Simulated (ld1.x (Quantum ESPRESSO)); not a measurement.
samarium, TM: configuration errors across variants

ld1.x (Quantum ESPRESSO) 7.5 input, shortened:

```
&input
   title='Sm', zed=62., rel=2, dft='PBESOL', iswitch=3,
   config='[Xe] 4f6 5d0 6s1 6p0', rel_dist='average'
 /
 &inputp
   pseudotype=2, tm=.true., lloc=0,
   nlcc=.true., new_core_ps=.true., rcore=0.70
 /
4
5P  2  1   6.00   0.00  2.05  2.05  0.0
5D  3  2   0.00   0.00  0.85  0.85  0.0
4F  4  3   6.00   0.00  1.30  1.30  0.0
6S  1  0   1.00   0.00  3.75  3.75  0.0
 &test
   configts(1)='4f6 5p6 5d0 6s1 6p0'
 /
```

Open shells are filled in proportion to 2j + 1 (rel_dist='average').

All-electron excitation energies from the reference (eV): (1) 4f6 5p6 5d0 6s2 6p0 -5.965; (2) 4f6 5p6 5d0 6s0 6p0 10.987; (3) 4f5 5p6 5d0 6s0 6p0 34.804; (4) 4f6 5p5 5d0 6s2 6p0 22.371; (5) 4f6 5p6 5d0 6s1.5 6p0 -3.586.

Tests that are not counted but printed errors over 1 eV. “base”: 4f5 5p6 5d1 6s1 6p0 (solver errors, printed error -1592 eV); 4f5 5p6 5d1 6s2 6p0 (solver errors, printed error -1426 eV). “wave 6s (bound): rc 3.75 bohr becomes 6s (bound): rc 2.38 bohr”: 4f5 5p6 5d1 6s1 6p0 (solver errors, printed error -1572 eV); 4f5 5p6 5d1 6s2 6p0 (solver errors, printed error -1564 eV). “wave 6s (bound): rc 3.75 bohr becomes 6s (bound): rc 2.74 bohr”: 4f5 5p6 5d1 6s1 6p0 (pseudo-atom not self-consistent, printed error -51.2 eV); 4f5 5p6 5d1 6s2 6p0 (solver errors, printed error -1530 eV). “wave 6s (bound): rc 3.75 bohr becomes 6s (bound): rc 3.18 bohr”: 4f5 5p6 5d1 6s1 6p0 (pseudo-atom not self-consistent, printed error -53.7 eV); 4f5 5p6 5d1 6s2 6p0 (pseudo-atom not self-consistent, printed error -1510 eV). “wave 6s (bound): rc 3.75 bohr becomes 6s (bound): rc 3.42 bohr”: 4f5 5p6 5d1 6s1 6p0 (pseudo-atom not self-consistent, printed error -37.4 eV); 4f5 5p6 5d1 6s2 6p0 (solver errors, printed error -1548 eV).

Errors AE − PS in meV (a dash: test not solved or not reliable):

| change | (1) | (2) | (3) | (4) | (5) | bound ghosts |
| --- | --- | --- | --- | --- | --- | --- |
| base | +0.5 | -8.8 | -1021 | -217 | -0.1 | none |
| wave 6s (bound): rc 3.75 bohr becomes 6s (bound): rc 2.38 bohr | +16 | -3.3 | -1317 | +93 | +4.9 | none |
| wave 6s (bound): rc 3.75 bohr becomes 6s (bound): rc 2.74 bohr | +4.4 | -5.6 | -1108 | -104 | +1.1 | none |
| wave 6s (bound): rc 3.75 bohr becomes 6s (bound): rc 3.18 bohr | +0.4 | -8.0 | -1018 | -218 | -0.1 | none |
| wave 6s (bound): rc 3.75 bohr becomes 6s (bound): rc 3.42 bohr | 0.0 | -7.8 | -1005 | -230 | -0.2 | none |
| wave 6s (bound): rc 3.75 bohr becomes 6s (bound): rc 3.84 bohr | +0.7 | -9.7 | -1032 | -209 | 0.0 | none |
| wave 6s (bound): rc 3.75 bohr becomes 6s (bound): rc 4.30 bohr | +2.1 | -18 | -1106 | -156 | +0.2 | none |
| wave 6s (bound): rc 3.75 bohr becomes 6s (bound): rc 5.02 bohr | +4.2 | -57 | -1342 | – | -0.2 | none |
| wave 6s (bound): rc 3.75 bohr becomes 6s (bound): rc 5.32 bohr | +4.8 | -75 | -1428 | +40 | -0.5 | none |
| wave 6s (bound): rc 3.75 bohr becomes 6s (bound): rc 5.66 bohr | +5.4 | -96 | -1523 | +89 | -0.9 | none |

Task: Give the same row for: wave 6s (bound): rc 3.75 bohr becomes 6s (bound): rc 4.68 bohr.

Result: +3.3, -36, -1227, -77, +0.1; bound ghosts: none. Not counted: 4f5 5p6 5d1 6s1 6p0 (pseudo-atom not self-consistent, printed error -26.3 eV); 4f5 5p6 5d1 6s2 6p0 (solver errors, printed error -1.3 eV).
